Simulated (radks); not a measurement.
Problem. Au69+, 10 electrons, occupied as [Ne]. Calculated with a radial shooting solver on a logarithmic mesh with Libxc functionals: Dirac Kohn-Sham, BLYP, spin-unpolarised, spherical densities, finite nucleus; Fermi nuclear charge, rms radius 5.4371 fm. Some entries of the table are withheld. Estimate them.

orbital  occ.  eigenvalue (hartree)  <r> (bohr)  r(max) (bohr)
1s1/2       2             -3200.421     0.01685        0.01041
2s1/2       2             -745.4391     0.06936        0.05989
2p1/2       2                   (1)         (2)            (3)
2p3/2       4                   (4)         (5)            (6)
3s1/2       0             -311.0305      0.1682         0.1601
3p1/2       0             -304.8052      0.1570            (7)
3p3/2       0             -285.7952      0.1696            (8)

Solution. 
(1) 2p1/2 eigenvalue (hartree): -727.8339
(2) 2p1/2 <r> (bohr): 0.05697
(3) 2p1/2 r(max) (bohr): 0.04400
(4) 2p3/2 eigenvalue (hartree): -657.8845
(5) 2p3/2 <r> (bohr): 0.06515
(6) 2p3/2 r(max) (bohr): 0.05121
(7) 3p1/2 r(max) (bohr): 0.1479
(8) 3p3/2 r(max) (bohr): 0.1606
